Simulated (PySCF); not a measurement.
A structure optimised at PBE-D3(BJ)/def2-SVP, used in a PySCF frequency run:

```
C
O 1 1.3701
C 2 1.3626 1 107.27
C 3 1.3780 2 110.43 1 0.00
C 1 1.3853 2 109.92 3 0.00
H 5 1.0943 1 125.22 2 180.00
H 3 1.0944 2 115.80 1 180.00
H 4 1.0954 3 126.41 7 0.00
C 1 1.4433 2 117.99 3 180.00
N 9 1.3189 1 124.43 2 180.00
C 10 1.3666 9 110.92 1 180.00
C 11 1.3832 10 116.06 9 0.00
H 12 1.0963 11 128.81 10 180.00
H 11 1.0999 10 119.68 9 180.00
S 12 1.7314 13 121.12 11 180.00
```

Write its SMILES, formula and point group.

c1coc(-c2nccs2)c1, C7H5NOS, Cs

What are its rotational constants (standard atomic weights)?

3.3793, 0.78563, 0.63744 GHz
